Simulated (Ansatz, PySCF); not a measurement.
Si(Cl)(I)2(OH) (ClHI2OSi), SMILES I[Si](O)(Cl)I. Atoms are numbered in the order given.

```xyz
6

O     -1.5705    -1.2900    -0.9984
Si    -0.5602    -0.5833     0.0921
Cl    -0.8569    -1.3721     1.9782
I      1.7061    -1.0605    -0.6648
I     -0.9788     1.8383     0.2071
H     -2.5186    -1.1281    -0.8962
```

Coordinates come from a B3LYP-D3(BJ)/def2-SVP optimisation. The structure was generated by enumeration, and PubChem lists no compound with its InChIKey, so it may never have been made. The def2 effective core potentials stand for the cores of I; spin–orbit coupling is left out. One conformer was computed; it need not be the lowest.

Two levels are set side by side: PBE-D3(BJ)/def2-SVP (Ansatz, a quantum-chemistry and plane-wave program) and B3LYP-D3(BJ)/def2-SVP (Ansatz). Each level has its own optimised geometry; the coordinates shown are those of the second. Frequencies come from the Hessian of PySCF at each geometry. Differences are taken from unrounded values.

| quantity | B3LYP-D3(BJ) | PBE-D3(BJ) | PBE-D3(BJ) minus B3LYP-D3(BJ) |
|---|---|---|---|
| mean bond length (Å) | 1.915 | 1.922 | 0.007 |
| bond O1–Si2 (Å) | 1.646 | 1.661 | 0.015 |
| bond Si2–Cl3 (Å) | 2.066 | 2.073 | 0.007 |
| bond Si2–I4 (Å) | 2.437 | 2.437 | 0.001 |
| bond Si2–I5 (Å) | 2.460 | 2.462 | 0.002 |
| bond O1–H6 (Å) | 0.967 | 0.976 | 0.009 |
| highest harmonic wavenumber (cm⁻¹) | 3841 | 3727 | -114 |
| mean harmonic wavenumber (cm⁻¹) | 651 | 635 | -17 |
| zero-point energy (kcal/mol) | 11.17 | 10.89 | -0.29 |

GGA bonds tend to be longer and softer than those of functionals with exact exchange. Differences between two approximate levels are no errors against the true value.
